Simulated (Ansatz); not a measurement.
Molecule: C₇H₁₃, charge 0, multiplicity 2. It need not be the lowest isomer of its formula. 
Structure (B3LYP-D3(BJ)/def2-TZVP (Ansatz, a first-principles code) minimum search):
SMILES: C=CCC[CH]CC
```xyz
20

C      2.9475     0.5524    -0.4242
C      2.2199    -0.7439    -0.0286
C      1.1471    -0.5389     0.9835
C     -0.2917    -0.7435     0.6723
C     -0.8866     0.3617    -0.2425
C     -2.3186     0.1024    -0.5868
C     -3.3391     0.8829    -0.2545
H      2.2556     1.2688    -0.8703
H      3.3970     1.0261     0.4507
H      3.7435     0.3511    -1.1445
H      1.7981    -1.2112    -0.9238
H      2.9691    -1.4484     0.3573
H      1.4224    -0.0954     1.9342
H     -0.8834    -0.7834     1.5894
H     -0.4319    -1.7060     0.1631
H     -0.7873     1.3317     0.2501
H     -0.2907     0.4058    -1.1600
H     -2.5149    -0.8163    -1.1353
H     -3.1897     1.8052     0.2962
H     -4.3579     0.6332    -0.5220
```
Charge 0, spin multiplicity 2.

Dipole moments at this geometry, in debye (magnitudes).

```json
[
 {"level": "PBE/def2-TZVPD", "program": "Ansatz", "dipole (D)": "0.45"},
 {"level": "revPBE/def2-TZVPD", "program": "Ansatz", "dipole (D)": "0.44"},
 {"level": "r2SCAN/def2-TZVPD", "program": "Ansatz", "dipole (D)": "0.46"},
 {"level": "B97M-V/def2-TZVPD", "program": "Ansatz", "dipole (D)": "0.43"},
 {"level": "B3LYP/def2-TZVPD", "program": "Ansatz", "dipole (D)": "0.42"},
 {"level": "PBE0/def2-TZVPD", "program": "Ansatz", "dipole (D)": "0.43"},
 {"level": "BHLYP/def2-TZVPD", "program": "Ansatz", "dipole (D)": "0.41"},
 {"level": "r2SCANh/def2-TZVPD", "program": "Ansatz", "dipole (D)": "0.45"},
 {"level": "r2SCAN0/def2-TZVPD", "program": "Ansatz", "dipole (D)": "0.44"},
 {"level": "HSE06/def2-TZVPD", "program": "Ansatz", "dipole (D)": "0.43"},
 {"level": "CAM-B3LYP/def2-TZVPD", "program": "Ansatz", "dipole (D)": "0.41"},
 {"level": "wB97X-V/def2-TZVPD", "program": "Ansatz", "dipole (D)": "…"},
 {"level": "CCSD(T)/aug-cc-pVDZ", "program": "Ansatz", "dipole (D)": "…"}
]
```

### Question
What belongs in the gaps?

### Answer

- wB97X-V/def2-TZVPD, dipole (D): 0.41
- CCSD(T)/aug-cc-pVDZ, dipole (D): 0.34
